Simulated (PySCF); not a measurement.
GaP (SMILES [P]=[Ga]), triplet, at a GFN2-xTB geometry (such geometries of metal compounds can be far from the true shape).

The PySCF input:
```python
from pyscf import gto, scf, dft

mol = gto.Mole()
mol.atom = '''
    Ga   -0.00000000   -0.00000000   -0.74669457
    P     0.00000000    0.00000000    1.54316877
'''
mol.basis = '6-31g**'
mol.spin = 2
mol.verbose = 4
mol.build()

mf = dft.UKS(mol)
mf.xc = 'pbe'
mf.kernel()
mf.analyze()
```

Q: What does this run give for the number of basis functions, dipole moment, total energy, HOMO energy, <S^2>, nuclear repulsion energy?

A: 
The number of basis functions is 50, the dipole moment is 1.89 D and the total energy is -2265.4001 Eh. The HOMO energy is -4.76 eV, the <S^2> is 2.006 and the nuclear repulsion energy is 107.4594 Eh.

These values belong to the state on which the SCF converged, which isn't shown to be the lowest.
